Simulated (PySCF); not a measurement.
# How methods differ on the electron affinity of Tc

Tc⁻ [Kr] 4d6 5s2 [4d3/2^4 4d5/2^2, M_J = 4] → Tc [Kr] 4d5 5s2 [4d3/2^4 4d5/2^1, M_J = 5/2], as a difference of total energies. Calculation: PySCF 2.14, in x2c-SVPall-2c with one added diffuse shell each of s, p, d type (7s9p7d1f, 76 functions); the two-component X2C-1e Hamiltonian. Correlated levels: [Ar] 3d10 frozen; the 6 highest virtual spinors dropped. "Screened" scales the spin-orbit matrix elements by Boettger's factors to mimic the two-electron term; Breit and QED terms are absent.

```json
{"method": "GHF (screened spin-orbit)", "electron affinity (eV)": "-0.864"}
{"method": "GMP2 (screened spin-orbit)", "electron affinity (eV)": "-0.190"}
```

The labels give the starting determinants; with spin-orbit coupling the two ends relaxed to ⟨J²⟩ = 20.43, ⟨L²⟩ = 6.05, ⟨S²⟩ = 6.40 and ⟨J²⟩ = 8.79, ⟨L²⟩ = 0.02, ⟨S²⟩ = 8.78.

A negative affinity means that the anion lies above the atom at that level of theory.

The determinant of Tc⁻ mixes levels of different J (the jj label is only the starting occupation), so the difference between spin-free and spin-orbit rows is not the physical spin-orbit shift.
